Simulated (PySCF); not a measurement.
PySCF job for Ga(Br)2(OH) (Br2GaHO), SMILES [OH][Ga]([Br])[Br], TDA-PBE/def2-SVPD. Coordinates come from a PBE0-D3(BJ)/def2-SVP optimisation. The structure was generated by enumeration; whether it is a known compound was not checked. Other conformers were not sampled.

```python
import numpy as np
from pyscf import gto, scf, dft, tdscf

mol = gto.M(
    atom='''
    Ga    0.55879687    0.00660511   -0.00000000
    Br   -0.56395389   -1.97007737    0.00000000
    Br   -0.54056777    1.97917940    0.00000000
    O     2.32577610    0.03915005    0.00000000
    H     2.72934615   -0.83652986    0.00000000
    ''',
    basis='def2-SVPD',
    charge=0,
    spin=0,
    symmetry=True,
    max_memory=1600,
    verbose=4,
)
mf = dft.RKS(mol, xc='pbe').density_fit(auxbasis='def2-universal-jkfit')
mf.grids.level = 3
mf.conv_tol = 1e-9
mf.max_cycle = 100
mf.kernel()
mf.grids = dft.Grids(mol).set(level=1).build(with_non0tab=True)  # coarser grid for the response kernel
td = tdscf.TDA(mf)
td.singlet = True
td.nstates = 10
td.conv_tol = 1e-4
td.positive_eig_threshold = 1e-6
td.kernel(x0=td.get_init_guess(mf, 15))
td.analyze()
tt = tdscf.TDA(mf)
tt.singlet = False
tt.nstates = 4
tt.conv_tol = 1e-4
tt.positive_eig_threshold = 1e-6
tt.kernel(x0=tt.get_init_guess(mf, 9))
tt.analyze(verbose=3)
```

Log of the run:

```
PySCF version 2.14.0

[INPUT] verbose = 4
[INPUT] num. atoms = 5
[INPUT] num. electrons = 110
[INPUT] charge = 0
[INPUT] spin (= nelec alpha-beta = 2S) = 0
[INPUT] symmetry True subgroup None
[INPUT] Mole.unit = angstrom
[INPUT] Symbol           X                Y                Z      unit          X                Y                Z       unit  Magmom
[INPUT]  1 Ga     0.558796870000   0.006605110000   0.000000000000 AA    1.055973043564   0.012481848923   0.000000000000 Bohr   0.0
[INPUT]  2 Br    -0.563953890000  -1.970077370000   0.000000000000 AA   -1.065718398983  -3.722906673503   0.000000000000 Bohr   0.0
[INPUT]  3 Br    -0.540567770000   1.979179400000   0.000000000000 AA   -1.021525037067   3.740107017381   0.000000000000 Bohr   0.0
[INPUT]  4 O      2.325776100000   0.039150050000   0.000000000000 AA    4.395079856059   0.073982872263   0.000000000000 Bohr   0.0
[INPUT]  5 H      2.729346150000  -0.836529860000   0.000000000000 AA    5.157716722636  -1.580812330421   0.000000000000 Bohr   0.0

nuclear repulsion = 851.168354258575
point group symmetry = Cs
symmetry origin: [-3.09227910e-09 -2.01858732e-17  0.00000000e+00]
symmetry axis x: [1.0000000e+00 6.7197513e-10 0.0000000e+00]
symmetry axis y: [-6.7197513e-10  1.0000000e+00  0.0000000e+00]
symmetry axis z: [0. 0. 1.]
num. orbitals of irrep A' = 104
num. orbitals of irrep A" = 47
number of shells = 57
number of NR pGTOs = 289
number of NR cGTOs = 151
basis = def2-SVPD
ecp = {}


[settings echo left out]
init E= -7144.73680545374
HOMO (A') = -0.306072066076226  LUMO (A') = -0.110585184570161  gap/eV = 5.31947
cycle= 1 E= -7146.87350040801  delta_E= -2.14  |g|= 1.13  |ddm|= 3.16
HOMO (A") = -0.165165544149311  LUMO (A') = -0.0901401577600591  gap/eV = 2.04154
cycle= 2 E= -7144.36969349664  delta_E=  2.5  |g|= 3.26  |ddm|= 4.79
HOMO (A') = -0.235758774502531  LUMO (A') = -0.105902675593372  gap/eV = 3.53356
cycle= 3 E= -7146.98609242435  delta_E= -2.62  |g|= 0.634  |ddm|= 4.27
HOMO (A') = -0.275184419070534  LUMO (A') = -0.0956174111163244  gap/eV = 4.88627
cycle= 4 E= -7147.06711349019  delta_E= -0.081  |g|= 0.274  |ddm|=    1
HOMO (A') = -0.279876548833269  LUMO (A') = -0.11105562955238  gap/eV = 4.59385
cycle= 5 E= -7147.07896314681  delta_E= -0.0118  |g|= 0.087  |ddm|= 0.358
HOMO (A') = -0.275696233490337  LUMO (A') = -0.104303630645107  gap/eV = 4.66383
cycle= 6 E= -7147.08080709618  delta_E= -0.00184  |g|= 0.0285  |ddm|= 0.131
HOMO (A') = -0.274752521821489  LUMO (A') = -0.105125708273529  gap/eV = 4.61578
cycle= 7 E= -7147.08105617465  delta_E= -0.000249  |g|= 0.00808  |ddm|= 0.038
HOMO (A') = -0.27496790574192  LUMO (A') = -0.1051742840227  gap/eV = 4.62032
cycle= 8 E= -7147.08107118804  delta_E= -1.5e-05  |g|= 0.00239  |ddm|= 0.0111
HOMO (A') = -0.274782736341598  LUMO (A') = -0.105094581845479  gap/eV = 4.61745
cycle= 9 E= -7147.08107239928  delta_E= -1.21e-06  |g|= 0.000716  |ddm|= 0.00342
HOMO (A') = -0.274771601214862  LUMO (A') = -0.105090878043502  gap/eV = 4.61725
cycle= 10 E= -7147.08107249127  delta_E= -9.2e-08  |g|= 0.000348  |ddm|= 0.00129
HOMO (A') = -0.274792268515901  LUMO (A') = -0.10510203282014  gap/eV = 4.61751
cycle= 11 E= -7147.08107251799  delta_E= -2.67e-08  |g|= 3.92e-05  |ddm|= 0.000515
HOMO (A') = -0.274788110583749  LUMO (A') = -0.105098972134436  gap/eV = 4.61748
cycle= 12 E= -7147.08107251837  delta_E= -3.75e-10  |g|= 6.61e-06  |ddm|= 6.56e-05
HOMO (A') = -0.274788250947294  LUMO (A') = -0.105099612372038  gap/eV = 4.61746
Extra cycle  E= -7147.08107251837  delta_E= 1.82e-12  |g|= 1.07e-05  |ddm|= 2.02e-05
converged SCF energy = -7147.08107251837
tot grids = 29736
Overwritten attributes  positive_eig_threshold  of <class 'pyscf.tdscf.rks.TDA'>


******** <class 'pyscf.tdscf.rks.TDA'> for <class 'pyscf.df.df_jk.DFSymAdaptedRKS'> ********
nstates = 10 singlet
deg_eia_thresh = 1.000e-03
wfnsym = None
conv_tol = 0.0001
eigh lindep = 1e-12
eigh level_shift = 0
eigh max_cycle = 100


Excitation energies (eV)
[4.80123904 4.94219012 5.03254344 5.09636487 5.52474783 5.7751224
 5.85698886 5.88017173 6.08194141 6.58275923]

** Singlet excitation energies and oscillator strengths **
Excited State   1:   A'      4.80124 eV    258.23 nm  f=0.0171
      55 -> 56        0.70198
Excited State   2:   A"      4.94219 eV    250.87 nm  f=0.0000
      54 -> 56        0.70633
Excited State   3:   A"      5.03254 eV    246.36 nm  f=0.0026
      52 -> 56       -0.70623
Excited State   4:   A'      5.09636 eV    243.28 nm  f=0.0306
      52 -> 57       -0.11348
      53 -> 56       -0.69061
Excited State   5:   A"      5.52475 eV    224.42 nm  f=0.0000
      55 -> 57       -0.70687
Excited State   6:   A"      5.77512 eV    214.69 nm  f=0.0004
      53 -> 57       -0.70667
Excited State   7:   A"      5.85699 eV    211.69 nm  f=0.0427
      51 -> 56       -0.70260
Excited State   8:   A'      5.88017 eV    210.85 nm  f=0.0014
      50 -> 56        0.39285
      52 -> 57        0.24168
      54 -> 57        0.52855
Excited State   9:   A'      6.08194 eV    203.86 nm  f=0.0439
      49 -> 56        0.27082
      50 -> 56       -0.26563
      52 -> 57       -0.45883
      54 -> 57        0.36595
Excited State  10:   A'      6.58276 eV    188.35 nm  f=0.1414
      48 -> 56       -0.13482
      50 -> 56        0.39751
      51 -> 57        0.29071
      52 -> 57       -0.35898
      53 -> 58       -0.10102
      54 -> 57       -0.12124
      55 -> 58        0.20803

** Transition electric dipole moments (AU) **
state          X           Y           Z        Dip. S.      Osc.
  1        -0.0406      0.3789     -0.0000      0.1452      0.0171
  2        -0.0000     -0.0000      0.0128      0.0002      0.0000
  3        -0.0000     -0.0000      0.1461      0.0213      0.0026
  4        -0.4937     -0.0336     -0.0000      0.2448      0.0306
  5        -0.0000     -0.0000      0.0001      0.0000      0.0000
  6         0.0000     -0.0000     -0.0522      0.0027      0.0004
  7         0.0000      0.0000     -0.5453      0.2974      0.0427
  8         0.0316     -0.0941      0.0000      0.0099      0.0014
  9         0.2015     -0.5043      0.0000      0.2949      0.0439
 10         0.5726      0.7410      0.0000      0.8770      0.1414

** Transition velocity dipole moments (imaginary part, AU) **
state          X           Y           Z        Dip. S.      Osc.
  1         0.0004      0.0580     -0.0000      0.0034      0.0127
  2         0.0000     -0.0000      0.0026      0.0000      0.0000
  3        -0.0000     -0.0000      0.0310      0.0010      0.0035
  4        -0.0933     -0.0019     -0.0000      0.0087      0.0310
  5        -0.0000     -0.0000      0.0024      0.0000      0.0000
  6        -0.0000     -0.0000     -0.0024      0.0000      0.0000
  7         0.0000      0.0000     -0.0722      0.0052      0.0161
  8         0.0035      0.0141      0.0000      0.0002      0.0006
  9         0.0108     -0.0599      0.0000      0.0037      0.0111
 10         0.0567      0.1031      0.0000      0.0138      0.0382

** Transition magnetic dipole moments (imaginary part, AU) **
state          X           Y           Z
  1         0.0000      0.0000      0.0182
  2        -0.2841     -0.0254     -0.0000
  3        -0.0099     -0.2416     -0.0000
  4        -0.0000      0.0000      0.0175
  5        -0.3323     -0.0232      0.0000
  6        -0.1059      0.5031     -0.0000
  7        -0.0683     -0.1584      0.0000
  8         0.0000     -0.0000     -0.0636
  9         0.0000     -0.0000      0.0922
 10         0.0000     -0.0000      0.0276


******** <class 'pyscf.tdscf.rks.TDA'> for <class 'pyscf.df.df_jk.DFSymAdaptedRKS'> ********
nstates = 4 triplet
deg_eia_thresh = 1.000e-03
wfnsym = None
conv_tol = 0.0001
eigh lindep = 1e-12
eigh level_shift = 0
eigh max_cycle = 100


Excitation energies (eV)
[4.47299411 4.66672978 4.70802933 4.75323743]

** Triplet excitation energies and oscillator strengths **
Excited State   1:   A'      4.47299 eV    277.18 nm  f=0.0000
Excited State   2:   A"      4.66673 eV    265.68 nm  f=0.0000
Excited State   3:   A'      4.70803 eV    263.35 nm  f=0.0000
Excited State   4:   A"      4.75324 eV    260.84 nm  f=0.0000
```

Self-consistency was reached.

Cost: around 40 core-seconds (rough).
